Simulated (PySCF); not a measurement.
## KNa and its ions

RHF-CCSD; PySCF, no relativity, basis sets K 6-31G(d,p), Na 6-31G(d,p). Neutral (RHF): singlet (closed shell), Re = 3.615 Å, ωe = 115 cm⁻¹, De = 0.59 eV.

KNa⁺ (UHF): doublet (σ ↑), Re = 4.199 Å, ωe = 88.8 cm⁻¹, De = 0.54 eV to K⁺ + Na. The energies at the minima are -761.11924 hartree for KNa and -760.96546 for KNa⁺.

Q: Work out the adiabatic ionisation energy, without and with harmonic zero-point energies (1 hartree = 27.2114 eV, 1 eV = 8065.5 cm⁻¹), and the change of the bond length.

A: At CCSD: 0.15378 hartree = 4.185 eV between the minima; the zero-point term (88.8 − 115.0)/2 cm⁻¹ = -0.002 eV makes it 4.183 eV. Re changes by +58.4 pm against the neutral. The electron leaves a σ orbital, and the longer bond of the ion fits a bonding orbital, or a change in how ionic the bond is.

Correlated steps freeze 6 core orbitals. Correlated levels converge slowly with the basis: in double zeta they bind strong bonds too weakly, by up to about 1 eV, and carry superposition errors of some tenths. For an ion De counts to the pair picked by the measured ionisation energies or electron affinities, which need not be the lowest pair at this level. Where the molecule has an RHF reference, its open-shell atoms are computed with UHF. States were picked by a PBE0 search and need not be the measured ground states.

Neutral and ion stand on different kinds of reference determinant, which adds to the error of the difference.
